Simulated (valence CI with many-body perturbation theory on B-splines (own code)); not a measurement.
Values are calculated unless marked as measured or tabulated.
From CI to CI+MBPT in Tc XXX

Level of theory: valence CI with perturbative core correlation (CI+MBPT): four valence electrons over a frozen Dirac-Fock core [Ne], a basis of 11 s, 11 p, 9 d, 7 f, 5 g, 2 h, 1 i functions for each j, with the one-electron correlation potential Σ1, the two-electron term Σ2, the three-electron term Σ3, Breit, model QED; selected CI, second order for the rest (own B-spline code, finite nucleus).

The last digits are not significant, and no measured levels were compared; by estimate large intervals hold to a few tenths of a per cent, small ones and those within an open d or f shell to about a per cent.

Each rung adds one term. CI alone is the Dirac-Coulomb CI over the frozen core; QED comes last and gives the full result, which names the levels. Energies are above (3s^2 3p1/2^2) J=0 on the same rung, in eV.

Levels are named by their leading jj configuration (3d3/2^4 stands for four electrons in 3d with j = 3/2), which in mixed levels can hold well under half, so a name can repeat and another be missing. Letters in brackets count levels of one name in rising energy.

| Level | CI alone | Σ1 | Σ2 | Σ3 | Breit | QED | Full |
| --- | --- | --- | --- | --- | --- | --- | --- |
| (3s^2 3p1/2 3p3/2) J=1 | 23.06 | +0.045 | +0.042 | +0.012 | -0.455 | +0.056 | 22.76 |
| (3s^2 3p1/2 3p3/2) J=2 | 27.73 | +0.047 | +0.019 | +0.002 | -0.540 | +0.057 | 27.31 |
| (3s^2 3p3/2^2) J=2 | 54.19 | +0.092 | +0.054 | +0.004 | -0.959 | +0.108 | 53.49 |
| (3s^2 3p3/2^2) J=0 | 64.86 | +0.092 | 0.000 | -0.027 | -0.877 | +0.100 | 64.15 |
| (3s 3p1/2^2 3p3/2) J=2 | 92.78 | -0.126 | +0.145 | +0.058 | -0.125 | -0.512 | 92.22 |
| (3s 3p1/2^2 3p3/2) J=1 | 108.30 | -0.124 | -0.025 | +0.041 | -0.128 | -0.466 | 107.60 |
| (3s 3p1/2 3p3/2^2) J=2 [a] | 116.05 | -0.093 | +0.130 | +0.058 | -0.457 | -0.427 | 115.26 |
| (3s 3p1/2 3p3/2^2) J=3 | 123.26 | -0.084 | +0.103 | +0.055 | -0.657 | -0.413 | 122.26 |
| (3s^2 3p1/2 3d3/2) J=2 | 129.32 | -0.107 | -0.044 | +0.020 | -0.722 | -0.135 | 128.34 |
| (3s 3p1/2 3p3/2^2) J=0 | 133.20 | -0.086 | +0.020 | +0.028 | -0.446 | -0.435 | 132.28 |
| (3s 3p1/2 3p3/2^2) J=1 [a] | 135.95 | -0.083 | -0.050 | +0.031 | -0.548 | -0.416 | 134.89 |
| (3s 3p1/2 3p3/2^2) J=2 [b] | 141.52 | -0.089 | -0.126 | -0.004 | -0.784 | -0.198 | 140.32 |
| (3s^2 3p1/2 3d5/2) J=3 | 147.84 | -0.075 | -0.201 | -0.048 | -1.100 | -0.003 | 146.42 |
| (3s 3p1/2 3p3/2^2) J=1 [b] | 148.30 | -0.098 | -0.602 | -0.010 | -0.425 | -0.429 | 146.74 |
| (3s^2 3p1/2 3d5/2) J=2 [a] | 152.56 | -0.062 | -0.254 | -0.027 | -0.959 | -0.174 | 151.09 |
| (3s^2 3p1/2 3d3/2) J=1 | 155.07 | -0.110 | -0.591 | -0.098 | -0.658 | -0.124 | 153.49 |
| (3s^2 3p1/2 3d5/2) J=2 [b] | 157.86 | -0.062 | -0.305 | -0.023 | -0.995 | -0.176 | 156.29 |
| (3s^2 3p3/2 3d5/2) J=4 | 167.94 | -0.029 | -0.087 | -0.030 | -1.567 | +0.064 | 166.29 |
| (3s^2 3p3/2 3d3/2) J=1 | 172.62 | -0.066 | -0.504 | -0.037 | -0.979 | -0.181 | 170.85 |

The middle columns are the shifts that each term adds.

Question: How does the ionisation energy move along the ladder, and which term matters most?

Answer: CI alone 1637.4, + Σ1 1638.3, + Σ2 1638.2, + Σ3 1638.0, + Breit 1636.7, + QED 1636.8 eV. The largest step is Breit, -1.3 eV. NIST lists 1638 ± 4 eV (semi-empirical).
